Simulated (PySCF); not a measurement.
SMILES C/C=C\OC, singlet, GFN2-xTB optimised geometry.

```
13

C      2.05     0.65     0.00
C      1.20    -0.58     0.00
C     -0.12    -0.58     0.00
O     -0.87     0.57     0.00
C     -2.26     0.38     0.01
H      1.42     1.53     0.01
H      2.68     0.67    -0.89
H      2.70     0.66     0.87
H      1.71    -1.53     0.00
H     -0.69    -1.51     0.00
H     -2.70     1.38     0.02
H     -2.58    -0.16     0.91
H     -2.60    -0.16    -0.88
```

Density from B3LYP/def2-TZVP run with PySCF 2.14.0 at that geometry.

Minimum of the electron density along straight lines between bonded atoms, close to the bond critical point (lines longer than 1.1 times the sum of covalent radii, or with two minima, are not listed):

| bond | length / Å | ρ at the minimum / e bohr⁻³ | ∇²ρ there / e bohr⁻⁵ | position (fraction from the first atom) |
|---|---|---|---|---|
| C1–C2 | 1.493 | 0.261 | -0.69 | 0.49 |
| C2–C3 | 1.326 | 0.360 | -1.13 | 0.48 |
| C3–O4 | 1.367 | 0.288 | -0.57 | 0.34 |
| O4–C5 | 1.404 | 0.265 | -0.57 | 0.65 |
| C1–H6 | 1.086 | 0.284 | -0.99 | 0.64 |
| C1–H7 | 1.090 | 0.278 | -0.95 | 0.64 |
| C1–H8 | 1.090 | 0.278 | -0.95 | 0.64 |
| C2–H9 | 1.079 | 0.287 | -1.01 | 0.64 |
| C3–H10 | 1.085 | 0.289 | -1.04 | 0.65 |
| C5–H11 | 1.089 | 0.288 | -1.03 | 0.65 |
| C5–H12 | 1.097 | 0.283 | -0.99 | 0.64 |
| C5–H13 | 1.097 | 0.283 | -0.99 | 0.64 |
